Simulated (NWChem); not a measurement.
# CdSiH$_{3}$Br; SMILES [SiH3][Cd][Br]

```xyz
6

Cd    -0.2893    -0.1255    -0.0005
Br     0.6336     2.1321    -0.0009
Si    -1.2334    -2.4341     0.0000
H     -2.0394    -2.6703    -1.2369
H     -2.1194    -2.6371     1.1871
H     -0.1361    -3.4483     0.0500
```
Atoms are numbered in this order, from 1.

The geometry was optimised at PBE0/def2-SVP. Not confirmed as a minimum by frequencies. def2 effective core potentials on Cd; no spin-orbit coupling.

List the 4 lowest vertical singlet excitations from B3LYP/def2-SVPD with def2 effective core potentials on Cd, TDA (NWChem).


```json
[
 {"state": "S1", "energy (eV)": "5.25", "oscillator strength": "0.013", "leading excitation (squared amplitude)": "HOMO−1 → LUMO (0.67)"},
 {"state": "S2", "energy (eV)": "5.25", "oscillator strength": "0.013", "leading excitation (squared amplitude)": "HOMO → LUMO (0.67)"},
 {"state": "S3", "energy (eV)": "5.38", "oscillator strength": "0.000", "leading excitation (squared amplitude)": "HOMO−1 → LUMO+1 (0.50)"},
 {"state": "S4", "energy (eV)": "5.42", "oscillator strength": "0.000", "leading excitation (squared amplitude)": "HOMO → LUMO+2 (0.50)"}
]
```
